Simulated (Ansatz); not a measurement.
```yaml
crystal:
  periodic: [false, false, false]
  atoms:
    - {symbol: N, position_ang: [2.563843, 2.333204, -1.744635]}
    - {symbol: B, position_ang: [0.269082, 0.553101, -0.697771]}
    - {symbol: N, position_ang: [0.461687, -1.955140, 1.163492]}
    - {symbol: Sb, position_ang: [-3.777186, -3.379294, 1.053876]}
    - {symbol: S, position_ang: [-3.670787, 1.199816, -1.680491]}
    - {symbol: H, position_ang: [4.681316, 2.025884, -1.193841]}
    - {symbol: H, position_ang: [2.211774, 4.070315, -3.060598]}
    - {symbol: H, position_ang: [2.279415, -3.078666, 1.737675]}
    - {symbol: H, position_ang: [-4.824225, -1.871300, 4.384893]}
basis:
  gaussian: {orbitals: ANO-RCC-VTZP}
total_charge: 1
magnetization: {spin_polarized: true, initial_magnetization: 1}
hamiltonian: {xc: {name: SVWN5}}
scf: {lower_state_search: full}
output: {forces: true}
```

```sh
$ ansatz run in.yaml --threads 4 --pin off --events-out ev --progress --plain --max-ram 10444MiB
```

It prints (some lines left out):

```
Functional definition: SVWN5
1948 factors; their error is unknown
mean field evaluation 1: about -190519.8748 eV, gradient 1.3e2 eV
mean field evaluation 2: about -189085.1769 eV, gradient 2.7e2 eV
mean field evaluation 4: about -190193.5904 eV, gradient 1.8e2 eV
mean field evaluation 8: about -190619.7721 eV, gradient 5.0e1 eV
mean field evaluation 16: about -190663.2091 eV, gradient 1.9e0 eV
mean field evaluation 32: about -190663.5016 eV, gradient 5.4e-5 eV
mean field -190663.57463937 eV, -7006.7571315843 hartree, gradient 7.4e-6 eV, S^2 6.022032; 16 other end points of the search recorded, 0 dependent functions left out
reference -190663.57476131 eV, -7006.7571360655 hartree; 45, 44 occupied and 203, 204 virtual orbitals, 1948 factors
Total energy: -190663.57476131 eV, -7006.7571360655 hartree
Relativity: scalar
Atom 0 at     2.563843     2.333204    -1.744635 Å, force     0.699524     0.612765    -0.315833 eV/Å
Atom 1 at     0.269082     0.553101    -0.697771 Å, force    -0.019649     0.120522    -0.088562 eV/Å
Atom 2 at     0.461687    -1.955140     1.163492 Å, force     1.088146    -0.480312     0.159959 eV/Å
Atom 3 at    -3.777186    -3.379294     1.053876 Å, force    -0.017057     0.202902     0.132937 eV/Å
Atom 4 at    -3.670787     1.199816    -1.680491 Å, force     0.453650    -0.195720     0.185445 eV/Å
Atom 5 at     4.681316     2.025884    -1.193841 Å, force    -1.400076     0.269868    -0.413469 eV/Å
Atom 6 at     2.211774     4.070315    -3.060598 Å, force     0.317420    -1.157365     0.888450 eV/Å
Atom 7 at     2.279415    -3.078666     1.737675 Å, force    -1.181495     0.713227    -0.358694 eV/Å
Atom 8 at    -4.824225    -1.871300     4.384893 Å, force     0.059538    -0.085887    -0.190233 eV/Å
Dipole moment:     1.813434     0.704565    -0.182493 e Å
```

**Question.** What is wrong with this run?

**Answer.** The geometry is stretched to more than twice its size. The run converged. The result belongs to that input, not to the molecule as meant.
